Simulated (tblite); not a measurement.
Species: C₂H₃ClNSi (doublet state).
SMILES with atom numbers: `[N:1]#[C:2][SiH2:3][CH:4][Cl:5]` (hydrogens: H6, H7 on Si3; H8 on C4)

Structure used (GFN2-xTB), in Å, numbered top down from 1:
```
atom  x, y, z in Å
N1     2.177   -0.533   -1.782
C2     1.449   -0.449   -0.903
Si3    0.288   -0.332    0.555
C4    -1.139    0.635   -0.135
Cl5   -2.492    1.018    0.805
H6     0.999    0.364    1.633
H7    -0.071   -1.698    0.951
H8    -1.202    1.004   -1.148
```

Computed with GFN2-xTB (tblite): harmonic, unscaled wavenumbers at the GFN2-xTB geometry, gas phase. This tight-binding method is rough: wavenumbers can miss measured ones by several per cent, in bad cases by 10 to 20. Modes of hydrogen on silicon can be 10 to 20 % off. One conformer, not necessarily the lowest. Open shells enter through the occupations alone, without spin polarisation, and single modes of such species can be off by tens of per cent.

Harmonic wavenumbers (cm⁻¹): 43.2, 86.5, 211.0, 263.5, 324.4, 344.7, 479.6, 526.3, 617.0, 692.4, 711.6, 781.4, 932.5, 1189.6, 2213.7, 2239.6, 2361.9, 3056.3.

A = 12232, B = 1228, C = 1130 MHz; mass 103.972 u (most abundant isotopes); point group Cs, symmetry number 1; spin multiplicity 2.

Question: What is the zero-point energy?

Answer: ½Σν̃ = 8538 cm⁻¹ = 102.13 kJ/mol.

Question: Entropy at 400 K, 1 bar (ideal gas, RRHO, classical rotation)?

Answer: Translation 172.88, rotation 118.05, vibration 97.39, spin (R ln 2) 5.76: S = 394.1 J/(mol K).

Question: And Cp and H(400 K) − H(0)?

Answer: Cp = 119.23 J/(mol K), of which vibrations give 85.97 (their classical limit is 18 R = 149.7); H(400 K) − H(0) = 32.81 kJ/mol without the zero-point energy, 19.51 from vibrations.

Question: How do the functions run with temperature in this model?

Answer: 
```json
{"T (K)": "50", "S (J/(mol K))": "237.3", "Cp (J/(mol K))": "46.7", "H − H(0) (kJ/mol)": "1.97", "G − H(0) (kJ/mol)": "-9.89", "ln q(vib)": "0.43"}
{"T (K)": "100", "S (J/(mol K))": "273.5", "Cp (J/(mol K))": "59.5", "H − H(0) (kJ/mol)": "4.62", "G − H(0) (kJ/mol)": "-22.73", "ln q(vib)": "1.20"}
{"T (K)": "298.15", "S (J/(mol K))": "361.1", "Cp (J/(mol K))": "105.3", "H − H(0) (kJ/mol)": "21.33", "G − H(0) (kJ/mol)": "-86.32", "ln q(vib)": "4.31"}
{"T (K)": "373.15", "S (J/(mol K))": "385.9", "Cp (J/(mol K))": "116.1", "H − H(0) (kJ/mol)": "29.65", "G − H(0) (kJ/mol)": "-114.35", "ln q(vib)": "5.45"}
{"T (K)": "500", "S (J/(mol K))": "421.8", "Cp (J/(mol K))": "128.9", "H − H(0) (kJ/mol)": "45.24", "G − H(0) (kJ/mol)": "-165.65", "ln q(vib)": "7.27"}
{"T (K)": "750", "S (J/(mol K))": "477.4", "Cp (J/(mol K))": "145.3", "H − H(0) (kJ/mol)": "79.69", "G − H(0) (kJ/mol)": "-278.39", "ln q(vib)": "10.44"}
{"T (K)": "1000", "S (J/(mol K))": "520.8", "Cp (J/(mol K))": "155.9", "H − H(0) (kJ/mol)": "117.41", "G − H(0) (kJ/mol)": "-403.36", "ln q(vib)": "13.16"}
```

q(vib) and H(0) count from the zero-point level.

Question: Blend soft modes into free rotors: weight 1/[1 + (100 cm⁻¹/ν̃)⁴] for the oscillator and the rest for a rotor with moment μB/(μ + B), μ = h/(8π²ν), B = 10⁻⁴⁴ kg m². What vibrational entropy results?

Answer: 87.73 J/(mol K) in place of 97.39, which changes −T·S at 400 K by +3.87 kJ/mol.

Question: What must be added to the electronic energy to get the Gibbs energy at 400 K and 1 bar?

Answer: ZPE + [H(400 K) − H(0)] − T·S = 102.13 + 32.81 − 157.64 = -22.70 kJ/mol.

Question: Which modes carry the vibrational entropy at 400 K?

Answer: 43.2 cm⁻¹: 23.80; 86.5 cm⁻¹: 18.06; 211.0 cm⁻¹: 10.80; 263.5 cm⁻¹: 9.06; 324.4 cm⁻¹: 7.49; 344.7 cm⁻¹: 7.04 J/(mol K); the other 12 give 21.14 together.

Hindered rotation and anharmonicity are outside this model. Other conformers, if any are populated, would add a mixing term that is left out.
